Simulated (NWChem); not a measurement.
Molecule: GeIBr, singlet; SMILES [Br][Ge][I]

Results from NWChem. Low-valent species are run as closed-shell singlets; no triplet was tried in these runs. All runs use the structure optimised with PBE0/def2-SVP. No frequency run checked for a minimum. def2 effective core potentials on I; no spin-orbit coupling. Ions are spin-unrestricted doublets at the neutral geometry; other ion states weren't tried.

For level PBE/def2-SVP:

```
Property                               Value
-------------------------------------  -----
vertical ionisation energy, ΔSCF (eV)   9.21
−ε(HOMO) (eV)                           6.37
```

**Question.** How do the values read with level PBE0/def2-SVP instead?

**Answer.** 
| Item | Value |
|---|---|
| vertical ionisation energy, ΔSCF (eV) | 9.44 |
| −ε(HOMO) (eV) | 7.44 |
